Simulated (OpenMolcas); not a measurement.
Cr2+, Mo2+, W2+: d4 down the group

```
Program             : OpenMolcas
Method              : RASSCF
Basis               : ANO-RCC-VTZP
Scalar Hamiltonian  : DKH2, point nucleus
Spin-orbit coupling : RASSI with atomic mean-field integrals over the reference wave functions, term energies averaged over their components
```

Active space for each ion: 4 electrons in 9 orbitals (RAS2 d s; RAS3 p, at most 2 electrons).

Computed levels in cm-1 above 5D0:

| Level | Cr2+ | Mo2+ | W2+ |
| --- | --- | --- | --- |
| 5D1 | 69.8 | 235 | 2115 |
| 5D2 | 207 | 662 | 4383 |
| 5D3 | 408 | 1233 | 6370 |
| 5D4 | 666 | 1912 | 8038 |
| 3H4 | 21250 | 16238 | 16709 |
| 3H5 | 21397 | 16779 | 19896 |
| 3H6 | 21563 | 17293 | 21869 |
| 3G4 | 26883 | 20849 | 24257 |
| 3G5 | 27047 | 21251 | 26710 |
| weight of 5D in the lowest level (%) | 100 | 99 | 73 |

Mixed levels, with the weight of the term that names them: W2+ 5D0 (73 %), W2+ 3H4 (50 %), W2+ 3H5 (57 %), W2+ 3G4 (57 %), W2+ 3G5 (71 %).

Measured, with the error of the calculation in %. Measured levels: Cr2+ from Sugar and Corliss, J. Phys. Chem. Ref. Data 6, 317 (1977); Mo2+ from Sugar and Musgrove, J. Phys. Chem. Ref. Data 17, 155 (1988); W2+ from NIST levels as listed in McCann et al., Mon. Not. R. Astron. Soc. 538, 537 (2025).

```json
{"Level": "5D1", "Cr2+": "62.2 (+12.1)", "Mo2+": "242 (-3.0)", "W2+": "2256 (-6.3)"}
{"Level": "5D2", "Cr2+": "183 (+13.0)", "Mo2+": "668 (-1.0)", "W2+": "4461 (-1.8)"}
{"Level": "5D3", "Cr2+": "357 (+14.3)", "Mo2+": "1224 (+0.8)", "W2+": "6278 (+1.5)"}
{"Level": "5D4", "Cr2+": "576 (+15.7)", "Mo2+": "1872 (+2.1)", "W2+": "7687 (+4.6)"}
{"Level": "3H4", "Cr2+": "17274 (+23.0)", "Mo2+": "12680 (+28.1)", "W2+": ""}
{"Level": "3H5", "Cr2+": "17397 (+23.0)", "Mo2+": "13276 (+26.4)", "W2+": ""}
{"Level": "3H6", "Cr2+": "17531 (+23.0)", "Mo2+": "13811 (+25.2)", "W2+": ""}
{"Level": "3G4", "Cr2+": "20853 (+28.9)", "Mo2+": "16283 (+28.0)", "W2+": ""}
{"Level": "3G5", "Cr2+": "20996 (+28.8)", "Mo2+": "16714 (+27.1)", "W2+": ""}
```

The fine-structure level 5D4 changes by a factor of 12.1 from Cr2+ to W2+.

Without spin-orbit coupling 3H lies 21027, 15730, 14423 cm-1 above 5D in that order; the difference to the level 3H4, of either sign, comes from spin-orbit coupling, which also lowers the zero.

Some high roots are left out of the spin-orbit mixing, which shifts the levels that they would mix with. Without dynamic correlation excited terms often stand tens of per cent too high (terms of higher spin than the ground term too low), and those without a measured partner can miss by more than the paired ones. Terms from blocks run as CI alone lack orbitals of their own. Configurations are named by rounded mean occupations; where the s occupation lies near a half they are strongly mixed, a name can repeat and a true partner stay unpaired (holds for W2+). Computed and measured levels are paired by configuration, term and J; levels that our copy of the source lacks, or whose pairing is in doubt (as where it misses far off the trend of its configuration), stay unpaired and out of the deviations. Only configurations of the active space appear.
